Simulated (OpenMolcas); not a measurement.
# S III: the spin-orbit constant, worked from levels

| Item | Value |
| --- | --- |
| Program | OpenMolcas |
| Basis | ANO-R1 [4s3p1d] |
| Scalar Hamiltonian | X2C, finite nucleus |
| Active space | 2 electrons in 3 orbitals (3p) |
| State averaging | 2S+1 = 3 even, 3 roots; 2S+1 = 1 even, 6 roots |
| Spin-orbit coupling | state interaction with AMFI integrals over the reference wave functions, term energies averaged over their components |

Methods: CASSCF; SS-CASPT2, IPEA 0.25 Eh, imaginary shift 0.1 Eh (closed shells correlated: 2s 2p 3s). Measured levels: NIST levels in Podobedova, Kelleher and Wiese, J. Phys. Chem. Ref. Data 38, 171 (2009).

**The spin-orbit constant.** For the Hund term 3P of p2, E(J) = (A/2) J(J+1) + constant and ζ = 2S·A = 2A. From J = 0 to J = 2 the energy changes by 3 A.

| Source | E(2) - E(0) | A | ζ |
| --- | --- | --- | --- |
| CASSCF | 827.2 | 275.7 | 551 |
| SS-CASPT2 | 828.9 | 276.3 | 553 |
| measured | 833.1 | 277.7 | 555 |

All in cm-1. SS-CASPT2 is off by -0.5 % and CASSCF by -0.7 %. Both methods take the spin-orbit matrix elements from the reference wave functions, so the second can move ζ only through the term energies and any multistate remixing. Second-order mixing with other terms is absorbed into this ζ.

With the s shell closed, the reference lacks s² → p² mixing. Computed and measured levels are paired by configuration, term and J; levels that our copy of the source lacks, or whose pairing is in doubt (as where it misses far off the trend of its configuration), stay unpaired and out of the deviations. Only configurations of the active space appear.
